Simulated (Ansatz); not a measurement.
`C[O][In]([OH])[OH]`. The species carries charge 0 and has multiplicity 1. Correlated methods include outer-core shells of In, which these sets cover unevenly. In: def2 effective core potential.

```xyz
10

C    -1.293   -1.432    0.078
O    -0.306   -0.835   -0.730
In    0.724    0.738   -0.140
O     2.088    1.510   -1.339
O     0.396    1.536    1.635
H    -2.117   -0.748    0.316
H    -1.712   -2.280   -0.473
H    -0.891   -1.814    1.025
H     2.149    1.031   -2.169
H     0.963    2.295    1.797
```

Q: Give the diagnostics of a CCSD(T)/def2-TZVPP run (frozen core, Ansatz). (Estimate.)

A: The calculation gave: T1 = 0.0170, largest single amplitude 0.044, largest double 0.027, (T) share of the correlation energy 3.5 %, 11 CCSD cycles. The RHF solution is stable towards an unrestricted one. T1 lies under the customary mark of 0.02 for closed shells.
